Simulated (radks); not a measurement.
Removal energies from the lutetium ion Lu12+, [Kr] 4d10 4f(5/2: 6, 7/2: 5) 5s2, by Delta-SCF beside the eigenvalue of the level emptied. Calculated with a radial shooting solver on a logarithmic mesh with Libxc functionals: Dirac Kohn-Sham, relativistic LDA (MacDonald-Vosko exchange, VWN5 correlation), spin-unpolarised, spherical densities, finite nucleus; Fermi nuclear charge, rms radius of each element as measured or else 0.836 A^(1/3) + 0.57 fm. Sub-shells are occupied by j as written (lower j first in brackets).

\begin{tabular}{lrrr}
removed from & final configuration & Delta-SCF (eV) & -eigenvalue (eV) \\ \hline
4f7/2 & [Kr] 4d10 4f(5/2: 6, 7/2: 4) 5s2 & 251.76 & 235.51 \\
4f5/2 & [Kr] 4d10 4f(5/2: 5, 7/2: 5) 5s2 & 253.76 & 237.42 \\
5s1/2 & [Kr] 4d10 4f(5/2: 6, 7/2: 5) 5s1 & 273.18 & 262.37 \\
4d5/2 & [Kr] 4d(3/2: 4, 5/2: 5) 4f(5/2: 6, 7/2: 5) 5s2 & 435.76 & 418.45 \\
\end{tabular}
